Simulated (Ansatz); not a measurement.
Two isomers of C2H9AsSi: A = `[SiH3]CC[AsH2]`, B = `C[As](C)[SiH3]`.

Gas-phase electronic energies from Ansatz, PBE0-D4/def2-TZVP geometries. CCSD(T)/CBS is the MP2 limit (def2-TZVPP, def2-QZVPP) plus CCSD(T) − MP2 in def2-TZVPP, frozen cores. DFT in def2-TZVPP. B3LYP here is the variant with VWN-RPA as its local correlation; programs differ in this. For As outer-core shells are correlated without core-valence functions, which leaves a few kJ/mol of doubt a bond. Scalar relativity is left out up to krypton. One conformer a species, not always the lowest.

**Question.** Which is lower in electronic energy at CCSD(T)/CBS, and by how much? (An estimate is asked.)

**Answer.** The calculation gave: B, by 13.0 kcal/mol.

**Question.** Give E(B) − E(A) in kcal/mol with ωB97M-V, r2SCAN-D4, B3LYP, HF/def2-TZVPP, PBE-D4, CCSD(T)/def2-TZVPP, MP2/def2-TZVPP. (An estimate is asked.)

**Answer.** Computed: ωB97M-V -12.5, r2SCAN-D4 -13.7, B3LYP -12.7, HF/def2-TZVPP -11.3, PBE-D4 -14.2, CCSD(T)/def2-TZVPP -12.9, MP2/def2-TZVPP -14.0. None reverses the order clearly.

Largest T1 diagnostic: 0.011.

In def2-TZVPP, CCSD(T) changes the Hartree–Fock value by −1.6 kcal/mol (the triples alone add −0.4 kcal/mol) and MP2 by −2.6 kcal/mol.
